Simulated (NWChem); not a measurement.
Correlation energy of FIn

```xyz
2

In     0.0000     0.0000    -0.3111
F      0.0000     0.0000     1.6938
```
Charge 0, spin multiplicity 1.

The numbers come from NWChem runs, not from measurements. The geometry was optimised at B3LYP/def2-SVP with def2 effective core potentials on In, a minimum by its harmonic frequencies.

Basis set: def2-TZVP. Each correlation energy counts from its own Hartree-Fock reference.

Effective core potentials replace the inner electrons of In; spin-orbit coupling is left out. The correlated methods keep 5 core orbitals frozen. The structure started from a generated list of species. Coupled-cluster values serve here as a point of comparison, not as the truth.

**Question.** One of these methods gave a correlation energy of -488.9 mHa. Which?
A. CCSD
B. MP2
C. CCSD+T(CCSD)
D. SCS-MP2

**Answer.** D, SCS-MP2. The others give -515.0 (CCSD), -532.2 (CCSD+T(CCSD)), -523.0 (MP2).
